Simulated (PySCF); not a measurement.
# Spinor energies of Ho⁵⁶⁺ (holmium, charge +56)

Start: [Ne] 3s1; 3s1/2 filled at m_j = +1/2. Calculated with PySCF 2.14 in an uncontracted even-tempered set (18 s from 16 bohr⁻², ratio 2.4; 14 p from 21 bohr⁻², ratio 2.4; 4 d from 68 bohr⁻², ratio 2.6; 4 f from 100 bohr⁻², ratio 2.6): generalised Hartree-Fock with the X2C-1e Hamiltonian and a Gaussian nucleus; one run each with spin-orbit coupling (SO) switched off, then screened by Boettger's factors.

| spinor shell | electrons | ε, spin-free (eV) | ε, screened SO (eV) | weight of nominal j (screened SO) | rms radius, screened SO (bohr) |
| --- | --- | --- | --- | --- | --- |
| 1s1/2 | 2 | -60380.6 | -60371.6 | 1.000 | 0.0235 |
| 2s1/2 | 2 | -13673.1 | -13670.9 | 1.000 | 0.0934 |
| 2p1/2 | 2 | -12624.0 | -13252.2 | 1.000 | 0.0797 |
| 3s1/2 | 1 | -5615.2 | -5614.8 | 1.000 | 0.222 |

(1) Where does 2p3/2 lie, and what is the 2p spin-orbit splitting (screened SO)?

| quantity | spin-free | screened SO |
| --- | --- | --- |
| E (hartree) | -9088.59856 | -9096.51073 |
| M_J | 1/2 | 1/2 |
| ⟨J²⟩ | 0.750 | 0.750 |
| ⟨L²⟩ | 0.000 | 0.022 |
| ⟨S²⟩ | 0.750 | 0.772 |

Each row is a mean over spinors that exchange with the open shell spreads, by up to 14.339 eV (2s1/2).

Breit and QED terms are absent; they matter most for the inner s and p1/2 levels.

Densities and radii are taken from the X2C orbitals without a picture-change correction, which distorts them close to the nucleus.

Without spin-orbit coupling the j labels of p, d and f shells carry no meaning; the spin-free column gives the mean over the occupied spinors of each nl shell.

Answers

(1) At -12361.1 eV, 891.18 eV above 2p1/2.
